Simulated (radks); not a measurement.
Q: Species: Tc34+. Configuration: [He] 2s2 2p5. Calculated with a radial shooting solver on a logarithmic mesh with Libxc functionals: Dirac Kohn-Sham, LDA (Slater exchange, Perdew-Wang correlation), spin-unpolarised, spherical densities, point nucleus; open shells fill j = l - 1/2 first. Some entries of the table are withheld. Estimate them.

orbital,occ.,eigenvalue (eV),<r> (bohr),<1/r> (bohr^-1)
1s1/2,2,-22962.27,0.03427,44.71
2s1/2,2,(1),0.1452,(2)
2p1/2,2,-4720.822,0.1229,10.45
2p3/2,3,-4594.424,0.1273,9.940

A: 
(1) 2s1/2 eigenvalue (eV): -4908.014
(2) 2s1/2 <1/r> (bohr^-1): 10.50
